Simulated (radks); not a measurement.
Charge is removed step by step from the 3d down level of the palladium ion Pd+, starting from [Ar] 3d(up 5, down 5) 4s2 4p6 4d9. Calculated with a radial shooting solver on a logarithmic mesh with Libxc functionals: scalar-relativistic Kohn-Sham, PBE, spin-polarised, spherical densities, finite nucleus; open shells are filled with parallel spins first (spin-orbit coupling, left out, can overturn this in heavy ions); Fermi nuclear charge, rms radius 4.5318 fm.

| removed (e) | E - E(0) (eV) | eigenvalue (eV) | E minus straight line (eV) |
|---|---|---|---|
| 0 | 0.000 | -336.82 | 0.000 |
| 0.25 | 85.215 | -345.38 | -3.301 |
| 0.5 | 172.60 | -354.16 | -4.435 |
| 0.75 | 262.20 | -363.14 | -3.351 |
| 1 | 354.06 | -372.31 | 0.000 |

Removing the whole electron costs 354.06 eV by Delta-SCF, against 336.82 eV from minus the eigenvalue at the starting occupation. Slater's transition state (half an electron removed) gives 354.16 eV. Integrating minus the eigenvalue over the occupation (Janak's theorem) gives 354.29 eV. In this scalar-relativistic scheme the density is built from large components alone, so the theorem holds only approximately. The mean slope of the eigenvalue, de/dn, is 35.5 eV per electron.
